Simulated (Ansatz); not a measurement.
System: sum formula MnOClH, charge 0, multiplicity 6. The spin state was set by rule; other spins were not relaxed. SMILES: [OH][Mn][Cl]
Structure (B3LYP-D3(BJ)/def2-TZVP (Ansatz, a first-principles code) minimum search):
```
Mn
O 1 1.8159
H 2 0.9573 1 134.72
Cl 1 2.2013 3 168.13 2 180.00
```
Charge 0, spin multiplicity 6.

Wanted: atomisation energy (electronic, to ground-state atoms), in eV. Correlated levels leave the core frozen unless marked. UHF or UKS for open shells. Spin-orbit coupling is left out. Frozen are the shells of the preceding noble gas and the d and f shells that filled before the atom's block. Non-relativistic. The coupled-cluster limit lacks core correlation, which all-electron functionals hold. CBS(X,Y): correlation extrapolated as X^-3; Hartree-Fock from the larger set. [CCSD(T)-MP2]/basis is that difference in the basis named.

```
level                                                                 program  atomisation energy (eV)
-------------------------------------------------------------  --------------  -----------------------
PBE-D4/def2-TZVPD                                              Ansatz + dftd4               (withheld)
BLYP/def2-TZVPD                                                        Ansatz               (withheld)
B97M-V/def2-TZVPD                                                      Ansatz               (withheld)
B3LYP-D3(BJ)/def2-TZVPD                                        Ansatz + dftd3                    12.63
r2SCANh/def2-TZVPD                                                     Ansatz                    12.94
wB97M-V/def2-TZVPD                                                     Ansatz               (withheld)
SCS-MP2/6-31G                                                          Ansatz                    10.09
SCS-MP2/def2-SVP                                                       Ansatz                    11.26
RI-MP2/CBS(def2-TZVPPD,def2-QZVPPD)+[CCSD(T)-MP2]/def2-TZVPPD          Ansatz                    12.71
```

What belongs in the gaps?


- PBE-D4/def2-TZVPD, atomisation energy (eV): 13.48
- BLYP/def2-TZVPD, atomisation energy (eV): 12.87
- B97M-V/def2-TZVPD, atomisation energy (eV): 12.90
- wB97M-V/def2-TZVPD, atomisation energy (eV): 12.59
